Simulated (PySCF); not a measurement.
## Unknown: peak-picked proton spectrum

Formula C₁₂H₁₄. The spectrum was simulated from the full spin Hamiltonian at 90 MHz with 1.0 Hz Lorentzian lines, from shifts rounded to 0.01 ppm and J to 0.1 Hz, couplings under 1 Hz left out.

Maxima in Hz from TMS (height), grouped by integral:
1H: 513.8 (40), 511.5 (40), 507.7 (51), 505.4 (51)
2H: 479.9 (90), 477.7 (90), 470.8 (2), 464.2 (38), 462.9 (31), 461.5 (40), 458.1 (30), 456.8 (24), 455.4 (31)
11H: 287.8 (2), 286.1 (3), 284.6 (2), 281.6 (4), 278.2 (11), 277.2 (14), 275.9 (25), 273.9 (16), 271.6 (30), 269.9 (51), 267.2 (79), 264.2 (48), 261.9 (100), 258.9 (32), 257.7 (36), 255.1 (65), 253.7 (92), 251.2 (40), 248.8 (44), 247.0 (39), 245.4 (25), 242.6 (31), 239.2 (3), 235.9 (4), 231.6 (4), 228.8 (4), 225.9 (2), 223.3 (4), 220.3 (11), 217.2 (4), 215.1 (12), 213.9 (7), 212.1 (10), 211.2 (13), 210.1 (14), 209.0 (11), 205.9 (8), 204.3 (13), 202.7 (15), 200.1 (29), 197.9 (19), 197.0 (14), 195.9 (14), 195.2 (14), 194.5 (13), 192.2 (24), 190.5 (24), 187.4 (16), 186.0 (11), 184.2 (19), 181.2 (24), 178.9 (14), 177.4 (8), 175.8 (12), 174.9 (12), 172.9 (20), 170.8 (18), 169.1 (33), 167.6 (20), 165.0 (38), 163.8 (50), 162.9 (52), 160.8 (38), 158.4 (48), 157.0 (53), 155.9 (52), 155.0 (50), 153.9 (50), 152.8 (48), 151.8 (42), 151.1 (41), 148.7 (38), 144.4 (28), 141.8 (9), 139.3 (9), 137.6 (7), 136.1 (7), 133.5 (5), 130.3 (2), 129.2 (2), 128.2 (2)

13C{1H} NMR (computed): δ 134.2, 126.7, 120.3, 117.4, 55.9, 48.8, 45.2, 42.7, 42.5, 32.6, 31.9, 22.2.

PySCF 2.14 calculation with B3LYP/pcJ-1 coupling constants (without the spin–dipole term), shielding tensors at KT2/pcSseg-1 (GIAO) and structure optimised with PBE0-D3(BJ)/def2-SVP; relativity neglected, no solvent, one conformer.

Chemical shifts δ = σref − σ; 1H (σ = 31.18 ppm), 13C (σ = 183.22 ppm) against TMS, all at this level.

(1) Analyse the multiplets.

(2) What is the compound?

Answers

(1) 1H NMR (90 MHz, computed): δ 5.66 (dd, J = 6.1, 2.5 Hz, 1H), 5.32 (d, J = 2.4 Hz, 1H), 5.11 (m, 1H), 2.97 (m, 1H), 2.97 (m, 1H), 2.95 (m, 1H), 2.79 (m, 1H), 2.76 (m, 1H), 2.31 (m, 1H), 2.09 (m, 1H), 1.83 (m, 1H), 1.81 (m, 1H), 1.70 (m, 1H), 1.61 (m, 1H). These are first-order names from the parameters used; overlap and second-order distortion can hide them in the list.

(2) `C1=C[C@@H]2[C@@H]3C(C4CCC4)=C[C@H]1[C@H]23`.

Numbering as in the mapped SMILES `[CH:1]1=[CH:2][C@@H:3]2[C@@H:4]3[C:5]([CH:6]4[CH2:7][CH2:8][CH2:9]4)=[CH:10][C@H:11]1[C@H:12]23`. Hydrogens are named by the atom that carries them. Ha(C7), Ha(C8), Ha(C9) are cis to C5 on the ring; Hb(C7), Hb(C8), Hb(C9) are trans to C5 on the ring.

- δ 5.66: H(C1), hydrogen on an alkene CH, coupled to H(C2) (6.1 Hz), H(C11) (2.5 Hz).
- δ 5.32: H(C10), hydrogen on an alkene CH, coupled to H(C11) (2.4 Hz).
- δ 5.11: H(C2), hydrogen on an alkene CH, coupled to H(C1) (6.1 Hz), H(C3) (3.1 Hz).
- δ 2.97: H(C11), hydrogen on an allylic sp3 CH, coupled to H(C12) (7.7 Hz), H(C1) and H(C10) (2.4 Hz).
- δ 2.97: H(C4), hydrogen on a three-membered-ring carbon, coupled to H(C3) (7.7 Hz), H(C12) (6.8 Hz).
- δ 2.95: H(C6), hydrogen on an allylic sp3 CH, coupled to Ha(C7) and Ha(C9) (11.3 Hz), Hb(C9) and Hb(C7) (8.7 Hz), Ha(C8) (1.2 Hz).
- δ 2.79: H(C3), hydrogen on a three-membered-ring carbon, coupled to H(C4) (7.7 Hz), H(C12) (6.7 Hz), H(C2) (3.1 Hz).
- δ 2.76: H(C12), hydrogen on a three-membered-ring carbon, coupled to H(C11) (7.7 Hz), H(C4) and H(C3) (6.8 Hz).
- δ 2.31: Ha(C7), hydrogen on an sp3 CH2 in a ring, coupled to Hb(C7) and Hb(C8) (12.2 Hz), H(C6) (11.3 Hz), Ha(C8) (9.6 Hz), Hb(C9) (1.1 Hz).
- δ 2.09: Hb(C7), hydrogen on an sp3 CH2 in a ring, coupled to Ha(C7) (12.2 Hz), Hb(C8) and H(C6) (8.9 Hz), Hb(C9) (5.2 Hz), Ha(C8) and Ha(C9) (1.3 Hz).
- δ 1.83: Hb(C8), hydrogen on an sp3 CH2 in a ring, coupled to Ha(C9) and Ha(C7) and Ha(C8) (12.2 Hz), Hb(C7) and Hb(C9) (9.2 Hz).
- δ 1.81: Ha(C9), hydrogen on an sp3 CH2 in a ring, coupled to Hb(C8) and Hb(C9) (12.3 Hz), H(C6) (11.3 Hz), Ha(C8) (9.6 Hz), Hb(C7) (1.1 Hz).
- δ 1.70: Hb(C9), hydrogen on an sp3 CH2 in a ring, coupled to Ha(C9) (12.2 Hz), Hb(C8) and H(C6) (8.9 Hz), Hb(C7) (5.2 Hz), Ha(C8) and Ha(C7) (1.3 Hz).
- δ 1.61: Ha(C8), hydrogen on an sp3 CH2 in a ring, coupled to Hb(C8) (12.0 Hz), Ha(C9) and Ha(C7) (9.6 Hz), Hb(C7) and Hb(C9) and H(C6) (1.4 Hz).

The shifts were computed for this structure. Such data don't tell enantiomers apart.

Multiplet labels drop couplings under 1 Hz and merge nearly equal ones. Unscaled 3J(H,H) at this level run about 10 % above measured values. Shifts are as computed. Against solution values, carbons near 30 ppm lie about +2 ppm off and those near 130 ppm about -5 ppm (rms about the fit 1.2 ppm; single classes can miss by 10 ppm). Of 1328 compounds with measured shifts, 309 miss one by over three times the rms of a fit or turn the order of signals round; such compounds aren't used in these exercises. Signals without a measured value on file couldn't be tested in this way. Only one conformer was computed, so three-bond couplings in flexible chains and rings are approximate.
